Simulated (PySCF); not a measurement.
**Excited states of C⁴⁺ (carbon, charge +4)**

Ground state 1s2, ¹S. Computed with PySCF 2.14 in aug-cc-pVQZ (6s5p4d3f2g, 80 functions), with the non-relativistic Hamiltonian (point nucleus). Vertical excitation energies in eV without spin-orbit coupling; excited terms of each kind are numbered among those the solver found. Frozen: nothing.

```json
{"term": "1 3S", "leading excitation": "1s → s", "EOM-EE-CCSD": "298.57"}
{"term": "1 3P°", "leading excitation": "1s → p", "EOM-EE-CCSD": "303.81"}
{"term": "1 1S", "leading excitation": "1s → s", "EOM-EE-CCSD": "303.85"}
{"term": "1 1P°", "leading excitation": "1s → p", "EOM-EE-CCSD": "307.42"}
{"term": "2 3S", "leading excitation": "1s → s", "EOM-EE-CCSD": "351.50"}
{"term": "2 1S", "leading excitation": "1s → s", "EOM-EE-CCSD": "352.91"}
{"term": "2 3P°", "leading excitation": "1s → p", "EOM-EE-CCSD": "352.95"}
{"term": "1 3D", "leading excitation": "1s → d", "EOM-EE-CCSD": "353.66"}
{"term": "1 1D", "leading excitation": "1s → d", "EOM-EE-CCSD": "353.69"}
{"term": "2 1P°", "leading excitation": "1s → p", "EOM-EE-CCSD": "354.00"}
{"term": "2 3D", "leading excitation": "1s → d", "EOM-EE-CCSD": "370.33"}
{"term": "2 1D", "leading excitation": "1s → d", "EOM-EE-CCSD": "370.34"}
{"term": "1 3F°", "leading excitation": "1s → f", "EOM-EE-CCSD": "370.81"}
{"term": "1 1F°", "leading excitation": "1s → f", "EOM-EE-CCSD": "370.81"}
```

Only the lower part of the computed list is shown. Doubly excited terms such as np² are absent. The solver can miss terms.
